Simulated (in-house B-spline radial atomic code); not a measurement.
Sr. Computed with a B-spline radial atomic code. Model: non-relativistic spherical atom: semilocal Troullier-Martins pseudo-atom, one channel per l, against all electrons, high spin, G0W0 and RPA with empty states to l = 8, local potential for every l without a channel, a model core (radius 0 = none) keeps its share of the functional.

Without relativity these are model numbers for so heavy an element.

What the tables leave out is listed at the end.

The pseudopotential gives back the lowest level of each angular momentum of its own functional in the configuration it was made in; a second state of the same l is only approximately right. Exact exchange, RPA and GW see the smooth pseudo-orbitals and miss the exchange with the core, for which the functional's share stands in. The column with an uncorrelated core keeps all orbitals and exact exchange, and so separates missing core correlation from pseudisation. Only the three outermost levels and the lowest empty one were computed. RPA here is direct RPA, with no exchange kernel, and its energies carry an (l + 1/2)⁻⁴ tail. A hybrid on a potential with a model core restores only its own semilocal share of the core's exchange.

Command:
```bash
python run_psgw.py task.json out
```
Settings (lengths in bohr, energies in hartree):
```
Z                      38
electrons              38
configuration          [Kr] 5s2
generated_in           [Kr] 5s2
functional             lda,vwn
core_shells            7
radius_factor          1.3
core_correction        True
ion_configuration      [Kr] 5s1
```

Time taken, with all properties: 64 s on 1 thread of Arm Neoverse N1, on a shared host.

Given: made with LDA VWN5; model core radius 0.983 bohr; local radius 1.98 bohr; mean-field start LDA VWN5.

Valence shells of the generating configuration: 4p, 5s.

Channel: s 3.4, p 1.73, d 2.69 (radii in bohr).

Computed: largest level miss in the spin-unpolarised generating configuration 0 eV; valence RPA correlation energy all-electron orbitals -0.36574 hartree; all-electron RPA polarisability, core included 134.41 bohr³; ionisation by mean-field all-electron 5.7786 eV; ionisation by mean-field pseudo minus all -0.005 eV; ionisation by RPA all-electron 6.0499 eV; ionisation by RPA pseudo minus all 0.224 eV.

```csv
level,occupied,mean-field all-electron (eV),mean-field pseudo minus all (eV),G0W0 all-electron (eV),G0W0 uncorrelated core minus all (eV),G0W0 pseudo minus all (eV),exchange self-energy all-electron (eV),exchange self-energy pseudo (eV)
5s,1,-3.5863,0,-5.6821,0.027,-0.241,-6.9425,-6.6955
```

**Question.** What is the valence RPA correlation energy pseudo?

**Answer.** -0.4669 hartree.

**Question.** What is the pseudo-atom RPA polarisability?

**Answer.** 134.66 bohr³.

Given: mean-field start PBE0.

Computed: valence RPA correlation energy pseudo -0.43006 hartree; all-electron RPA polarisability, core included 121.82 bohr³; pseudo-atom RPA polarisability 113.4 bohr³; ionisation by mean-field pseudo minus all 0.106 eV; ionisation by RPA all-electron 5.8598 eV; ionisation by RPA pseudo minus all 0.212 eV.

```csv
level,occupied,mean-field all-electron (eV),mean-field pseudo minus all (eV),G0W0 all-electron (eV),G0W0 uncorrelated core minus all (eV),G0W0 pseudo minus all (eV),exchange self-energy all-electron (eV),exchange self-energy pseudo (eV)
5s,1,-3.9936,-0.078,-5.7599,0.029,-0.235,-6.6724,-6.7746
5p (empty),0,-0.9469,0.111,-0.20841,0.015,0.125,-1.3862,-1.0344
```

**Question.** What is the valence RPA correlation energy all-electron orbitals?

**Answer.** -0.33165 hartree.

**Question.** What is the ionisation by mean-field all-electron?

**Answer.** 5.5366 eV.

Among the listed levels the largest G0W0 shift of the pseudo-atom is -0.24 eV, for 5s on the LDA VWN5 start, while leaving the core uncorrelated moves that level by +0.03 eV. So pseudisation and the lost core exchange, not the missing core correlation, make the error. Not in the tables (levels of low weight, unsolved or above zero; the highest and the empty levels are kept at any weight): on LDA the G0W0 levels 4p (pseudo minus all +0.44 eV, weights 0.02 and 0.05), 4d (pseudo minus all -0.05 eV, weights 0.43 and 0.44); on PBE0 the G0W0 levels 4p (pseudo minus all +1.68 eV, weights 0.63 and 0.56); no Hartree-Fock pseudo-atom is run with a model core.
